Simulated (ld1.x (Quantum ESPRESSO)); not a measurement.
## Cutoff test, iodine (I), TM

```
Element                 : I
Generator               : ld1.x (Quantum ESPRESSO) 7.5
Type                    : norm-conserving Troullier–Martins (Kleinman–Bylander form)
Functional              : PBE
Relativity              : fully relativistic
Frozen core             : [Kr]
Valence charge          : 17
Reference configuration : 4d10 5s2 5p5
Partial waves           : 5s (bound): rc 1.55 bohr; 5p (bound): rc 2.15 bohr; 4d (bound): rc 1.05 bohr
Local potential         : all-electron potential smoothed inside 1.45 bohr (lloc = -1)
Core correction         : Bessel-smoothed model core inside 0.95 bohr
```

Open shells are filled in proportion to 2j + 1 (rel_dist='average').

The pseudo-atom Hamiltonian at the reference potential is diagonalised in spherical Bessel functions j_l(qr) that vanish at 20 bohr, with q² up to the cutoff. All-electron valence levels (Ry): 5s -1.2778, 5p1/2 -0.5715, 5p3/2 -0.4981, 4d3/2 -3.7662, 4d5/2 -3.6403.

How do the lowest levels (Ry) of each channel move with the cutoff, and are there ghosts?

```json
{"cutoff (Ry)": "8", "s #1": "-1.2178", "s #2": "-0.0441", "p1/2 #1": "-0.5576", "p1/2 #2": "0.0252", "p3/2 #1": "-0.4854", "d3/2 #1": "-0.1351", "d5/2 #1": "-0.1350", "d5/2 #2": "0.0722", "f #1": "0.1152", "f #2": "0.2410", "Σ f·Δε (mRy)": "35742.5"}
{"cutoff (Ry)": "18", "s #1": "-3.6204", "s #2": "-1.2382", "p1/2 #1": "-0.5701", "p1/2 #2": "0.0250", "p3/2 #1": "-0.4972", "d3/2 #1": "-1.0457", "d5/2 #1": "-1.0410", "d5/2 #2": "0.0661", "f #1": "0.1152", "f #2": "0.2410", "Σ f·Δε (mRy)": "26563.4"}
{"cutoff (Ry)": "30", "s #1": "-6.0488", "s #2": "-1.2706", "p1/2 #1": "-0.5712", "p1/2 #2": "0.0250", "p3/2 #1": "-0.4978", "d3/2 #1": "-2.0303", "d5/2 #1": "-2.0085", "d5/2 #2": "0.0641", "f #1": "0.1152", "f #2": "0.2410", "Σ f·Δε (mRy)": "16751.2"}
{"cutoff (Ry)": "50", "s #1": "-6.7453", "s #2": "-1.2757", "p1/2 #1": "-0.5715", "p1/2 #2": "0.0248", "p3/2 #1": "-0.4980", "d3/2 #1": "-3.2744", "d5/2 #1": "-3.1969", "d5/2 #2": "0.0619", "f #1": "0.1152", "f #2": "0.2410", "Σ f·Δε (mRy)": "4632.6"}
{"cutoff (Ry)": "70", "s #1": "-6.7563", "s #2": "-1.2774", "p1/2 #1": "-0.5715", "p1/2 #2": "0.0248", "p3/2 #1": "-0.4980", "d3/2 #1": "-3.6506", "d5/2 #1": "-3.5406", "d5/2 #2": "0.0613", "f #1": "0.1152", "f #2": "0.2410", "Σ f·Δε (mRy)": "1062.7"}
{"cutoff (Ry)": "110", "s #1": "-6.7592", "s #2": "-1.2777", "p1/2 #1": "-0.5715", "p1/2 #2": "0.0248", "p3/2 #1": "-0.4981", "d3/2 #1": "-3.7631", "d5/2 #1": "-3.6381", "d5/2 #2": "0.0611", "f #1": "0.1152", "f #2": "0.2410", "Σ f·Δε (mRy)": "26.9"}
{"cutoff (Ry)": "160", "s #1": "-6.7595", "s #2": "-1.2778", "p1/2 #1": "-0.5715", "p1/2 #2": "0.0248", "p3/2 #1": "-0.4981", "d3/2 #1": "-3.7659", "d5/2 #1": "-3.6402", "d5/2 #2": "0.0611", "f #1": "0.1152", "f #2": "0.2410", "Σ f·Δε (mRy)": "2.3"}
{"cutoff (Ry)": "260", "s #1": "-6.7596", "s #2": "-1.2778", "p1/2 #1": "-0.5715", "p1/2 #2": "0.0248", "p3/2 #1": "-0.4981", "d3/2 #1": "-3.7662", "d5/2 #1": "-3.6404", "d5/2 #2": "0.0611", "f #1": "0.1152", "f #2": "0.2410", "Σ f·Δε (mRy)": "0.0"}
{"cutoff (Ry)": "400", "s #1": "-6.7596", "s #2": "-1.2778", "p1/2 #1": "-0.5715", "p1/2 #2": "0.0248", "p3/2 #1": "-0.4981", "d3/2 #1": "-3.7662", "d5/2 #1": "-3.6404", "d5/2 #2": "0.0611", "f #1": "0.1152", "f #2": "0.2410", "Σ f·Δε (mRy)": "0.0"}
```

Result: ghost state, extra bound levels that the all-electron valence spectrum of the same l lacks: s at -92.0 eV (a true bound ghost makes a file unfit for plane-wave use); 10 mRy is reached at 120 Ry and 1 mRy at 200 Ry.

Its largest configuration-test error is +417 meV.
